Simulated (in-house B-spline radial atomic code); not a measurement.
A calculation on Gd IV (Gd3+) (an excited or competing configuration): its settings, and results tabulated from the run. Computed with an all-electron radial atomic-structure program (B-spline basis): Dirac-Hartree-Fock, average of configuration, Fermi nucleus of rms radius 5.1569 fm.

Command:
```bash
python run_scf.py task.json out
```
Settings (nuclear radius in fm, mass in u):
```
Z                64
configuration    [Kr] 4d9 4f7 5s2 5p6 7p1
hamiltonian      dirac
method           hf
spin_polarised   False
nucleus          fermi
rms_radius       5.1569
atomic_mass      157.92411
speed_of_light   137.035999084
```

Output (hartree, bohr):
```
 radial grid: 81 intervals, B-splines of order 8, outer radius 60 bohr

 iter        energy (Eh)    residual
    1      -11221.828615    7.65e-01
    2      -11245.988855    9.84e-01
    3      -11265.028287    2.63e-01
    4      -11266.347867    1.00e-01
    5      -11266.467461    1.94e-02
    6      -11266.477931    1.55e-02
    7      -11266.482724    2.26e-03
    8      -11266.482786    5.16e-04
    9      -11266.482792    1.77e-05
   10      -11266.482792    8.58e-07
   11      -11266.482792    4.19e-08

 total energy                    -11266.48279
 kinetic                           12283.7730
 electron-nucleus                 -27587.2988
 electron-electron                  4037.0430

 first-order corrections (not in the total)
   Gaunt                            11.5930
   retardation                      -1.2188
   frequency dependence             -0.1579
   self-energy                       8.1230
   Uehling                          -1.3108
   Wichmann-Kroll                    0.0414
   recoil                            0.0252

 orbital      occ     eigenvalue          <r>       <r^2>       <1/r>       r_max    small
 1s1/2      2.000     -1859.2139    0.0219034  0.00065474     71.6443     0.01392  5.69e-02
 2s1/2      2.000      -312.8305    0.0926582   0.0101991     17.1144     0.07909  1.26e-02
 2p1/2      2.000      -296.4009    0.0775412  0.00743364     17.0498     0.05988  1.26e-02
 2p3/2      4.000      -270.7567    0.0843372  0.00866139     15.0794     0.06567  1.17e-02
 3s1/2      2.000       -72.5474     0.243039   0.0676385     6.25739      0.2239  4.01e-03
 3p1/2      2.000       -65.4250     0.233076   0.0631866      6.1601      0.2115  3.94e-03
 3p3/2      4.000       -60.0547     0.245852   0.0701078     5.66509      0.2236  3.69e-03
 3d3/2      4.000       -47.9205     0.218603   0.0562604     5.52191       0.178  3.54e-03
 3d5/2      6.000       -46.7650     0.222613   0.0582093     5.39846      0.1815  3.47e-03
 4s1/2      2.000       -16.7415     0.551231    0.342602      2.5976      0.5149  1.25e-03
 4p1/2      2.000       -13.8755     0.563653    0.361035        2.49      0.5199  1.18e-03
 4p3/2      4.000       -12.6631     0.590942    0.396647     2.33197      0.5448  1.10e-03
 4d3/2      3.600        -7.9617     0.626185    0.454098     2.11681      0.5535  9.37e-04
 4d5/2      5.400        -7.7389     0.636098    0.468387     2.07597      0.5619  9.13e-04
 4f5/2      3.000        -2.2713     0.774973    0.744816     1.62416      0.5585  5.89e-04
 4f7/2      4.000        -2.2414     0.782174    0.758963      1.6093      0.5632  5.80e-04
 5s1/2      2.000        -3.6079      1.30805     1.91401     1.01109       1.187  2.72e-04
 5p1/2      2.000        -2.6782      1.42903     2.29545    0.916979       1.277  2.31e-04
 5p3/2      4.000        -2.4849      1.50141     2.53184    0.863744       1.341  2.10e-04
 7p1/2      0.333        -0.4638      6.35041     44.8444    0.204518        6.42  1.99e-05
 7p3/2      0.667        -0.4525       6.5161     47.1923    0.198687       6.603  1.90e-05

 Slater integrals (Eh)
   F0(4d3/2,4d3/2)               1.437840
   F2(4d3/2,4d3/2)               0.732301
   F0(4d3/2,4d5/2)               1.426453
   F2(4d3/2,4d5/2)               0.726770
   G2(4d3/2,4d5/2)               0.725253
   G4(4d3/2,4d5/2)               0.486065
   F0(4d3/2,4f5/2)               1.294378
   F2(4d3/2,4f5/2)               0.629129
   G1(4d3/2,4f5/2)               0.741273
   G3(4d3/2,4f5/2)               0.467921
   F0(4d3/2,4f7/2)               1.287711
   F2(4d3/2,4f7/2)               0.625477
   G3(4d3/2,4f7/2)               0.464432
   G5(4d3/2,4f7/2)               0.329034
   F0(4d3/2,7p1/2)               0.196784
   G1(4d3/2,7p1/2)               0.003034
   F0(4d3/2,7p3/2)               0.191768
   F2(4d3/2,7p3/2)               0.013031
   G1(4d3/2,7p3/2)               0.002814
   G3(4d3/2,7p3/2)               0.002918
   F0(4d5/2,4d5/2)               1.415396
   F2(4d5/2,4d5/2)               0.721747
   F4(4d5/2,4d5/2)               0.483628
   F0(4d5/2,4f5/2)               1.285553
   (list cut)
```

Run time, properties included: 2.2 s on 1 thread of Arm Neoverse V1, on a shared host.

For the Dirac Hamiltonian the kinetic term is c α·p + (β - 1)c².
